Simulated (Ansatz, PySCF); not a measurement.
This triplet is an excited state, 0.83 eV above the relaxed singlet at the level frozen-core CCSD(T)/cc-pVTZ // B3LYP-D3(BJ)/def2-TZVP (Ansatz, a first-principles code).

B3LYP has the VWN-RPA correlation part, as in Gaussian. 

Z-matrix (Å, degrees):
```
C
C 1 1.4728
H 2 1.0919 1 110.82
H 2 1.0974 3 107.96 1 122.52
H 2 1.0987 3 107.71 4 115.54
S 1 1.6865 2 133.16 3 172.57
H 6 1.3602 1 100.72 2 93.28
```
Charge 0, spin multiplicity 3.

**Question.** Give the highest occupied spin orbital, total energy and dipole moment at the level B3LYP-D3(BJ)/def2-TZVP in PySCF.

**Answer.** 
```
Quantity                              Value
-----------------------------  ------------
highest occupied spin orbital      -5.70 eV
total energy                   -476.7566 Ha
dipole moment                        1.34 D
```
